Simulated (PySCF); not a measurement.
Electric field gradients and quadrupole coupling constants

Compound: C3H11NO3Si3.
Cartesian coordinates in Å at the GFN2-xTB level; atoms count from 1:
```
atom  x, y, z in Å
C1     4.3251   -0.4096   -0.0868
C2     3.0584   -0.9170    0.5411
O3     2.9676   -1.8018    1.3310
O4     1.9954   -0.1666    0.0800
C5     0.6785   -0.4858    0.2914
O6     0.3106   -1.5301    0.7448
Si7   -0.4150    0.9553   -0.2987
N8    -2.0371    0.4577   -0.0388
Si9   -3.3288    1.4987   -0.6011
Si10  -2.4520   -1.0782    0.7517
H11    5.1809   -0.8758    0.3918
H12    4.3181   -0.6550   -1.1469
H13    4.3748    0.6719    0.0084
H14   -0.0838    1.1654   -1.7125
H15   -0.0252    2.1304    0.4891
H16   -4.2183    1.8022    0.5185
H17   -2.6909    2.7183   -1.0946
H18   -4.0503    0.8229   -1.6796
H19   -2.0994   -2.1826   -0.1311
H20   -1.9002   -1.0846    2.0994
H21   -3.9175   -1.0187    0.8516
```

Field gradients from the PBE0/pcSseg-1 density (PySCF, non-relativistic), principal values in atomic units, ordered |Vxx| ≤ |Vyy| ≤ |Vzz|:

| atom | Vxx | Vyy | Vzz |
| --- | --- | --- | --- |
| O3 | 0.5361 | 1.2490 | -1.7852 |
| O4 | -0.7719 | -0.7896 | 1.5615 |
| O6 | 0.4472 | 1.2052 | -1.6524 |
| N8 | 0.2945 | 0.3279 | -0.6224 |

Find the asymmetry η = (Vxx − Vyy)/Vzz and the couplings χ = eQV/h (234.96 MHz × Q in barn × V in au), with Q(17O) = −0.0256 b, Q(14N) = 0.02044 b.

| atom | environment | nucleus | η | χzz (MHz) | χxx (MHz) | χyy (MHz) |
| --- | --- | --- | --- | --- | --- | --- |
| O3 | anhydride carbonyl oxygen | 17O | 0.40 | 10.74 | -3.22 | -7.51 |
| O4 | anhydride bridging oxygen | 17O | 0.01 | -9.39 | 4.64 | 4.75 |
| O6 | anhydride carbonyl oxygen | 17O | 0.46 | 9.94 | -2.69 | -7.25 |
| N8 | nitrogen bridging silicon atoms | 14N | 0.05 | -2.989 | 1.414 | 1.575 |

The gradient is axial or nearly so (η below 0.05) at O4. The tensor is traceless: Vxx + Vyy + Vzz = 0.

What is Vzz at O3 in SI units (1 au = 9.71736 × 10²¹ V/m²)?

-1.7852 au = -17.347 × 10²¹ V/m².

And the gradient at the other heavy atoms, for which no coupling is worked out here?

```csv
atom,environment,Vzz (au),η
C1,methyl carbon next to a carbonyl,0.114,0.51
C2,anhydride carbonyl carbon,-0.461,0.60
C5,anhydride carbonyl carbon,-0.531,0.59
Si7,SiH2 silicon,0.323,0.78
Si9,SiH3 silicon,0.431,0.19
Si10,SiH3 silicon,0.563,0.48
```

Were the hydrogens deuterons (Q(2H) = 0.00286 b), χzz would run from 103 kHz (H21) to 210 kHz (H13, H11 and H12).

The structure is a single GFN2-xTB conformer in the gas phase; no vibrational or solvent corrections. GFN2-xTB bond lengths can be off by several hundredths of an ångström, more for odd bonds, and the gradients follow them. A larger basis could move these couplings by a tenth or more.

The run behind these numbers computed NMR shieldings as well. Time: 64 s of wall time; peak memory 1.1 GiB. Hardware: an Arm Neoverse V1 with one thread (shared host).
